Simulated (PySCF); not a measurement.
# Computed vibrations of Ce(NH2)4

Ce(NH2)4 (singlet). PySCF 2.14.0, RKS PBE0, Ce lcecp-2-SVP with ECP46, N def2-SVP, H def2-SVP; non-relativistic Hamiltonian with scalar-relativistic core potentials where named; density fitting; no spin-orbit coupling. Central differences of gradients.

```xyz
13

Ce    0.0000    0.0000    0.0000
N     1.1897    1.3135    1.3135
H     1.5995    1.0526    2.2105
H     1.5995    2.2105    1.0526
N    -1.1897   -1.3135    1.3135
H    -1.5995   -1.0526    2.2105
H    -1.5995   -2.2105    1.0526
N     1.1897   -1.3135   -1.3135
H     1.5995   -2.2105   -1.0526
H     1.5995   -1.0526   -2.2105
N    -1.1897    1.3135   -1.3135
H    -1.5995    2.2105   -1.0526
H    -1.5995    1.0526   -2.2105
```

Run from Python with OMP_NUM_THREADS=2. Where DIIS fails, smearing, a level shift and second-order steps follow.
It took 91 s on 2 threads of Arm Neoverse V1, on a shared host.

(1) What are the harmonic wavenumbers and infrared intensities?

(2) Is this a minimum?

Answers

(1) Modes are labelled in D2d; negative numbers are unstable modes, those under 60 cm⁻¹ near the noise; a finer grid moves soft modes by up to 10 cm⁻¹.
```csv
cm⁻¹,km/mol,symmetry
-314,–,a2
-239,–,e
-239,–,e
116,0.0,b1
127,0.1,b2
138,0.0,a1
144,0.0,e
144,0.0,e
199,0.0,b1
360,0.0,a2
412,1.3,e
412,1.3,e
432,0.0,b1
432,227.8,e
432,227.8,e
478,0.0,a1
488,289.7,b2
549,235.8,e
549,235.8,e
566,272.6,b2
585,0.0,a1
1508,61.7,b2
1511,23.1,e
1511,23.1,e
1514,0.0,a1
3544,53.4,b2
3544,38.8,e
3544,38.8,e
3546,0.0,a1
3634,0.0,a2
3634,0.0,b1
3634,26.3,e
3634,26.3,e
```

(2) No: 3 unstable; the lowest moves the atoms so:
```
Ce   0.00  0.00  0.00
N    0.00 -0.01  0.01
H   -0.27  0.15  0.18
H    0.27 -0.18 -0.15
N    0.00 -0.01 -0.01
H   -0.27  0.15 -0.18
H    0.27 -0.18  0.15
N    0.00  0.01 -0.01
H    0.27  0.18  0.15
H   -0.27 -0.15 -0.18
N    0.00  0.01  0.01
H    0.27  0.18 -0.15
H   -0.27 -0.15  0.18
```
